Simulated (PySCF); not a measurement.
Compound: [MnO4]- (charge -1 and singlet state).
Bonds: Mn1–O2, Mn1–O3, Mn1–O4, Mn1–O5.

Method: PBE0-D3(BJ)/def2-SVP geometry optimisation, gas phase (PySCF).

Question: How far are the bound atoms from Mn1?

Answer: 4 atoms: O3 1.574 Å, O5 1.575 Å, O2 1.575 Å, O4 1.575 Å.

Question: List the angles at Mn1.

Answer: 
```csv
angle,degrees,distance of the outer atoms (Å)
O2–Mn1–O5,109.6,2.57
O2–Mn1–O4,109.6,2.57
O4–Mn1–O5,109.5,2.57
O3–Mn1–O4,109.4,2.57
O3–Mn1–O5,109.4,2.57
O2–Mn1–O3,109.4,2.57
```

Question: What is the shape at Mn1?

Answer: Tetrahedral: angles from 109.4° to 109.6°; τ4 = (360° − α − β)/141° = 1.00 with α and β the two widest (0 for a square, 1 for a tetrahedron). Differences among atoms that Td makes equivalent are scatter left by the optimiser.

Question: What are the rotational constants (commonest isotopes, rigid rotor)?

Answer: A = 4782, B = 4779, C = 4770 MHz: a spherical top.

Point group: Td (tolerance 0.08 Å). Charge -1, singlet. The geometry's basis has no diffuse functions, a weakness for an anion. Not checked by PBE0-D3(BJ)/def2-SVP frequencies.

Rough CPU time on one thread of a shared machine: about 11 s. This is the geometry optimisation.
